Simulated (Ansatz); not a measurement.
Total energies of `C#C[B]C` radical.

```csv
atom,x (Å),y (Å),z (Å)
C1,2.052,1.120,0.830
C2,1.055,0.455,0.598
B3,-0.108,-0.405,0.441
C4,-1.280,-0.658,-0.515
H5,2.925,1.693,1.043
H6,-1.695,0.271,-0.921
H7,-0.865,-1.209,-1.372
H8,-2.086,-1.267,-0.103
```

Total charge 0; spin multiplicity 2. All single points use the PBE0-D4/def2-TZVP geometry. Basis def2-TZVPP, the Gaussian-basis code of Ansatz.

RPA on PBE orbitals: Hartree–Fock energy of these orbitals -140.51924 Eh, correlation -0.92382 Eh (frozen core).

```csv
functional,energy without D4 (Eh),D4 term (kJ/mol)
LDA (SPW92),-140.10611,–
PBE,-141.29567,-11.5
revPBE,-141.46201,-39.0
BLYP,-141.44022,-26.0
r2SCAN,-141.40988,-2.8
B97M-V,-141.51646,–
PBE0,-141.31194,-9.7
B3LYP,-141.51027,-18.6
r2SCANh,-141.40306,-3.0
r2SCAN0,-141.39358,-3.3
HSE06 (plane-wave form),-141.30319,-8.9
BHLYP,-141.41276,-13.4
CAM-B3LYP,-141.40898,-9.7
LC-ωPBE,-141.37801,–
ωB97X-V,-141.44785,–
ωB97M-V,-141.42514,–
B2PLYP,-141.36436,–
PBE-QIDH,-141.28197,–
```

B3LYP takes the VWN-RPA correlation (the form of Gaussian; ORCA's B3LYP/G). HSE06 is the plane-wave form, built on full-range PBE exchange. The double hybrids freeze the cores in their second-order part.

LC-ωPBE has ω = 0.4 bohr⁻¹.
